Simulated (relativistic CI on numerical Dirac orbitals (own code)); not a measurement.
**Hyperfine structure of Pm XX, mass number 147**

Computed by Dirac-Coulomb-Breit CI, KLI orbitals optimised for each configuration, model QED, unscaled Slater integrals (own radial code, finite nucleus).

Configuration list (outside the closed core [Ar] 3d10): 4s2 4p6 4d6, 4s2 4p5 4d7, 4s2 4p6 4d5 4f, 4s2 4p4 4d8, 4s 4p6 4d7, 4s2 4p6 4d5 5s, 4p6 4d8, 4s 4p6 4d6 4f, 4s2 4p6 4d5 5p, 4s2 4p6 4d5 5d, 4s2 4p6 4d4 5s2, 4s2 4p4 4d7 5s, 4s2 4p6 4d5 6s, 4s 4p6 4d6 5s, 4s 4p6 4d5 5s2, 4p6 4d7 5s. Levels of other configurations are missing.

Nuclear spin I = 7/2, μ = 2.58 μN, Q = 0.74 b (tables of Stone and Pyykkö). The electronic factors are computed for point nuclear moments, without core polarisation or the Bohr-Weisskopf and QED corrections.

```
           Level  E (cm⁻¹)  A (MHz)  B (MHz)
4s2 4p6 4d6 5D_4       0.0     2528     5510
4s2 4p6 4d6 5D_3   28040.4     1664      961
4s2 4p6 4d6 5D_1   36205.6     2195    -1870
4s2 4p6 4d6 3G_5   62903.1     3578     2060
4s2 4p6 4d6 3H_6   64481.5     3900    -4060
4s2 4p6 4d6 3D_1   93797.5     4040     2470
```

Levels with J = 0, under 50 % of one LS term, or S terms without an open s electron are left out. Small factors come from cancelling terms and can be off by tens of per cent or more.

At this charge energies of transitions that change n are usually good to better than 1 %, and those within a shell (Δn = 0) to a few per cent. Terms inside the open d or f shell come out 10 to 20 % too wide with unscaled integrals.

Give the hyperfine levels of 4s2 4p6 4d6 5D_4 relative to its centre of gravity.

With K = F(F + 1) − I(I + 1) − J(J + 1), E = AK/2 + B[¾K(K + 1) − I(I + 1)J(J + 1)]/[2I(2I − 1)J(2J − 1)]: F = 1/2: -41540, F = 3/2: -38440, F = 5/2: -33140, F = 7/2: -25420, F = 9/2: -15000, F = 11/2: -1476, F = 13/2: 15600, F = 15/2: 36770 MHz.

LS names give the leading component of a level, which can be under half, so a name can repeat, a term be missing and a line seem to break the LS rules.
